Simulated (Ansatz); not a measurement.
```yaml
crystal:
  periodic: [false, false, false]
  atoms:
    - {symbol: F, position_ang: [2.457488, -1.574551, 0.048101]}
    - {symbol: In, position_ang: [1.798913, 0.238346, 0.142559]}
    - {symbol: Cl, position_ang: [0.107511, 0.287888, -1.724380]}
    - {symbol: In, position_ang: [-1.815448, -0.032267, -0.127908]}
    - {symbol: F, position_ang: [-2.177003, -1.921555, -0.298543]}
    - {symbol: Cl, position_ang: [-0.132214, 0.020078, 1.746318]}
    - {symbol: H, position_ang: [2.629666, 1.696851, 0.312946]}
    - {symbol: H, position_ang: [-2.868923, 1.285220, -0.099093]}
basis:
  gaussian: {orbitals: def2-TZVP}
magnetization: {spin_polarized: true, initial_magnetization: 1}
hamiltonian: {xc: {name: wPBEh}}
output: {forces: true}
```

```sh
$ ansatz run in.yaml --threads 2 --pin off --events-out ev --progress --plain --max-ram 22528MiB --backend cpu
```

Output, abridged:

```
Error: a molecule whose nuclei and cores have a total charge of 96 cannot have a net charge of 0 together with 1 unpaired electrons
```

What is wrong with this run?

The number of unpaired electrons doesn't fit the electron count. The program refused the input.
